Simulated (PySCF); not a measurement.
# Arsenic: a sound run and one with changed settings

Sound run: As²⁺ [Ar] 3d10 4s2 4p1, As³⁺ [Ar] 3d10 4s2. Computed with PySCF 2.14 in cc-pVDZ-DK, with the spin-free X2C one-electron Hamiltonian (Gaussian nucleus). In the sound run the correlated levels freeze [Ar] 3d10. The sound run starts from symmetry-adapted Hartree-Fock orbitals and uses a fine grid where one is needed.

Changed run: a valence shell is frozen. This setting is unsound on purpose.

Ionisation energy of As²⁺:

| method | sound run (eV) | changed run (eV) |
| --- | --- | --- |
| UHF | 27.461 | 27.461 |
| MP2 | 27.611 | 27.461 |
| SCS-MP2 | 27.592 | 27.461 |
| CCSD | 27.687 | 27.461 |
| CCSD(T) | 27.697 | 27.461 |
| CCSDT | n/a | 27.461 |
| FCI | n/a | 27.461 |

Freezing a valence shell removes pair correlation that changes on ionisation.

For comparison, NIST gives 28.349 ± 0.012 eV between the lowest levels.
